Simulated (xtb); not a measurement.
xtb input for B(F)(H)(NHMe) (CH5BFN), SMILES CNBF, GFN2-xTB. 

```
$ xtb mol.xyz --gfn 2 --ohess tight --chrg 0 --uhf 0 --json
$ cat mol.xyz
9

B     -0.04870000     1.24690000     0.65340000
F      0.56450000     1.91150000     1.51260000
H     -0.98810000     1.79700000     0.15010000
N      0.38180000    -0.01390000     0.30370000
C     -0.16100000    -1.00300000    -0.68650000
H      1.19880000    -0.33180000     0.77620000
H     -0.54300000    -1.83500000    -0.17000000
H      0.59060000    -1.21110000    -1.41420000
H     -1.01270000    -0.45630000    -1.17210000
```

Log of the run:

```
[...]
step length          :   0.00500
SCC accuracy         :   0.30000
Hessian scale factor :   1.00000
frozen atoms in %    :   0.00000    0
RMS gradient         :   0.00024
estimated CPU  time      0.00 min

writing file <hessian>.

 projected vibrational frequencies (cm⁻¹)
eigval :       -0.00    -0.00    -0.00    -0.00     0.00     0.00
eigval :      161.24   209.97   259.96   471.42   664.08   789.23
eigval :      975.88  1018.73  1108.44  1114.03  1172.74  1278.53
eigval :     1413.26  1476.32  1479.29  1514.62  2647.68  2946.43
eigval :     2967.32  3043.06  3436.78
           -------------------------------------------------
          |                Property Printout                |
           -------------------------------------------------

    * Orbital Energies and Occupations

         #    Occupation            Energy/Eh            Energy/eV
      -------------------------------------------------------------
         1        2.0000           -0.7755476             -21.1037
         2        2.0000           -0.6434635             -17.5095
         3        2.0000           -0.5945969             -16.1798
         4        2.0000           -0.5512226             -14.9995
         5        2.0000           -0.5299471             -14.4206
         6        2.0000           -0.5185219             -14.1097
         7        2.0000           -0.5053598             -13.7515
         8        2.0000           -0.4846318             -13.1875
         9        2.0000           -0.4787410             -13.0272
        10        2.0000           -0.4704904             -12.8027
        11        2.0000           -0.4283341             -11.6556
        12        2.0000           -0.4024949             -10.9524 (HOMO)
        13                         -0.1727343              -4.7003 (LUMO)
        14                          0.0389904               1.0610
        15                          0.1162325               3.1628
        16                          0.1535924               4.1795
        17                          0.1952971               5.3143
        18                          0.2003291               5.4512
        19                          0.3575019               9.7281
        20                          0.4675466              12.7226
        21                          0.5209814              14.1766
      -------------------------------------------------------------
                  HL-Gap            0.2297606 Eh            6.2521 eV
             Fermi-level           -0.2876146 Eh           -7.8264 eV

     #   Z          covCN         q      C6AA      α(0)
     1   5 B        2.504     0.370    17.685     7.335
     2   9 F        0.723    -0.313    12.474     4.171
     3   1 H        0.939    -0.095     5.373     3.624
     4   7 N        2.609    -0.240    26.272     7.612
     5   6 C        3.684    -0.042    21.543     6.646
     6   1 H        0.860     0.169     1.276     1.770
     7   1 H        0.924     0.047     2.360     2.402
     8   1 H        0.924     0.047     2.359     2.402
     9   1 H        0.925     0.056     2.246     2.344

 Mol. C6AA /au·bohr⁶  :        643.292326
 Mol. C8AA /au·bohr⁸  :      13766.380624
 Mol. α(0) /au        :         38.304917


Wiberg/Mayer (AO) data.
largest (>0.10) Wiberg bond orders for each atom

 ---------------------------------------------------------------------------
     #   Z sym  total        # sym  WBO       # sym  WBO       # sym  WBO
 ---------------------------------------------------------------------------
     1   5 B    3.383 --     4 N    1.386     2 F    1.006     3 H    0.956
     2   9 F    1.092 --     1 B    1.006
     3   1 H    0.991 --     1 B    0.956
     4   7 N    3.431 --     1 B    1.386     5 C    1.024     6 H    0.946
     5   6 C    3.977 --     4 N    1.024     9 H    0.984     8 H    0.978
                             7 H    0.978
     6   1 H    0.971 --     4 N    0.946
     7   1 H    0.998 --     5 C    0.978
     8   1 H    0.998 --     5 C    0.978
     9   1 H    0.997 --     5 C    0.984
 ---------------------------------------------------------------------------

Topologies differ in total number of bonds
Writing topology from bond orders to xtbtopo.mol

molecular dipole:
                 x           y           z       tot (Debye)
 q only:       -0.107      -0.939      -0.602
   full:        0.030      -1.034      -0.537       2.962
molecular quadrupole (traceless):
                xx          xy          yy          xz          yz          zz
 q only:        2.131      -1.462      -1.777      -0.753      -3.328      -0.354
  q+dip:        2.970      -2.617      -2.065      -0.684      -4.481      -0.905
   full:        2.695      -1.829      -2.248      -1.097      -4.291      -0.448

           -------------------------------------------------
          |                Geometry Summary                 |
           -------------------------------------------------

      molecular mass/u    :       60.8665741
   center of mass at/Å    :        0.2161480       0.6025798       0.5027734
  moments of inertia/u·Å² :        0.1199145E+02   0.1299830E+03   0.1388019E+03
rotational constants/cm⁻¹ :        0.1405804E+01   0.1296911E+00   0.1214510E+00

 * 8 selected distances

     #   Z          #   Z                                           value/Å
     1   5 B        2   9 F                                       1.3373175
     1   5 B        3   1 H                                       1.1697942
     1   5 B        4   7 N                                       1.3800805
     4   7 N        5   6 C                                       1.4432187 (max)
     4   7 N        6   1 H                                       1.0105445 (min)
Molecule has the following symmetry elements: (sigma)
It seems to be the Cs point group
     5   6 C        7   1 H                                       1.0933994
     5   6 C        8   1 H                                       1.0933314
     5   6 C        9   1 H                                       1.0873016

 * 6 distinct bonds (by element types)

   Z      Z             #   av. dist./Å        max./Å        min./Å
   1 H    5 B           1     1.1697942     1.1697942     1.1697942
   1 H    6 C           3     1.0913441     1.0933994     1.0873016
   1 H    7 N           1     1.0105445     1.0105445     1.0105445
   5 B    7 N           1     1.3800805     1.3800805     1.3800805
   6 C    7 N           1     1.4432187     1.4432187     1.4432187
   5 B    9 F           1     1.3373175     1.3373175     1.3373175

           -------------------------------------------------
          |               Frequency Printout                |
           -------------------------------------------------
 projected vibrational frequencies (cm⁻¹)
eigval :       -0.00    -0.00    -0.00    -0.00     0.00     0.00
eigval :      161.24   209.97   259.96   471.42   664.08   789.23
eigval :      975.88  1018.73  1108.44  1114.03  1172.74  1278.53
eigval :     1413.26  1476.32  1479.29  1514.62  2647.68  2946.43
eigval :     2967.32  3043.06  3436.78
 reduced masses (amu)
   1:  6.04   2: 10.71   3: 14.35   4: 12.60   5: 13.75   6: 14.95   7:  4.91   8:  9.53
   9: 10.97  10: 13.56  11:  5.23  12:  2.74  13:  4.08  14:  6.84  15:  8.36  16:  3.72
  17: 10.95  18:  3.91  19:  2.80  20:  4.49  21:  1.55  22:  7.80  23:  1.82  24:  1.94
  25:  1.47  26:  1.69  27:  1.84
 IR intensities (km·mol⁻¹)
   1:  0.41   2:  1.39   3:  0.72   4:  1.22   5:  2.64   6:  0.77   7:  0.00   8:  0.11
   9:  2.08  10: 16.47  11:208.87  12:  9.82  13: 11.00  14: 35.10  15:  8.86  16:  0.56
  17:181.95  18: 47.75  19: 12.46  20:110.02  21:  6.35  22:255.04  23:142.21  24: 40.98
  25: 46.70  26: 20.28  27:  2.41
 Raman intensities (Ä⁴*amu⁻¹)
   1:  0.00   2:  0.00   3:  0.00   4:  0.00   5:  0.00   6:  0.00   7:  0.00   8:  0.00
   9:  0.00  10:  0.00  11:  0.00  12:  0.00  13:  0.00  14:  0.00  15:  0.00  16:  0.00
  17:  0.00  18:  0.00  19:  0.00  20:  0.00  21:  0.00  22:  0.00  23:  0.00  24:  0.00
  25:  0.00  26:  0.00  27:  0.00
 output can be read by thermo (or use thermo option).
 writing <g98.out> molden fake output.
 recommended (thermochemical) frequency scaling factor: 1.0
           -------------------------------------------------
          |             Thermodynamic Functions             |
           -------------------------------------------------

cs  symmetry found (for desy threshold:  0.10E+00) used in thermo

          ...................................................
          :                      SETUP                      :
          :.................................................:
          :  # frequencies                          21      :
          :  # imaginary freq.                       0      :
          :  linear?                             false      :
          :  only rotor calc.                    false      :
          :  symmetry                               cs      :
          :  rotational number                       1      :
          :  scaling factor                  1.0000000      :
          :  rotor cutoff                   50.0000000 cm⁻¹ :
          :  imag. cutoff                  -20.0000000 cm⁻¹ :
          :.................................................:

    mode    ω/cm⁻¹     T·S(HO)/kcal·mol⁻¹    T·S(FR)/kcal·mol⁻¹   T·S(vib)
   ------------------------------------------------------------------------
       1    161.24    -0.75587 ( 99.08%)    -0.70936 (  0.92%)    -0.75544
       2    209.97    -0.60939 ( 99.68%)    -0.63120 (  0.32%)    -0.60946
       3    259.96    -0.49554 ( 99.86%)    -0.56799 (  0.14%)    -0.49564
   ------------------------------------------------------------------------

   temp. (K)  partition function   enthalpy   heat capacity  entropy
                                   cal/mol     cal/K/mol   cal/K/mol   J/K/mol
Note: The following floating-point exceptions are signalling: IEEE_DENORMAL
normal termination of xtb
 298.15  VIB   5.00                 1426.607     10.352      7.981
         ROT  0.355E+05              888.752      2.981     23.804
         INT  0.178E+06             2315.359     13.333     31.785
         TR   0.459E+27             1481.254      4.968     38.221
         TOT                        3796.6131    18.3011    70.0057   292.9037

       T/K    H(0)-H(T)+PV         H(T)/Eh          T*S/Eh         G(T)/Eh
   ------------------------------------------------------------------------
    298.15    0.605029E-02    0.747348E-01    0.332620E-01    0.414728E-01
   ------------------------------------------------------------------------

         :::::::::::::::::::::::::::::::::::::::::::::::::::::
         ::                  THERMODYNAMIC                  ::
         :::::::::::::::::::::::::::::::::::::::::::::::::::::
         :: total free energy         -13.617045727882 Eh   ::
         ::.................................................::
         :: total energy              -13.658518552872 Eh   ::
         :: zero point energy           0.068684488967 Eh   ::
         :: G(RRHO) w/o ZPVE           -0.027211663976 Eh   ::
         :: G(RRHO) contrib.            0.041472824990 Eh   ::
         :::::::::::::::::::::::::::::::::::::::::::::::::::::

optimized geometry written to: xtbopt.xyz


           -------------------------------------------------
          | TOTAL ENERGY              -13.658518552872 Eh   |
          | TOTAL ENTHALPY            -13.583783775879 Eh   |
          | TOTAL FREE ENERGY         -13.617045727882 Eh   |
          | GRADIENT NORM               0.000244343790 Eh/α |
          | HOMO-LUMO GAP               6.252104236402 eV   |
           -------------------------------------------------

------------------------------------------------------------------------
------------------------------------------------------------------------
 total:
 SCF:
 ANC optimizer:
 analytical hessian:
```

Self-consistency was reached.

Cost: around 0.3 core-seconds (rough).
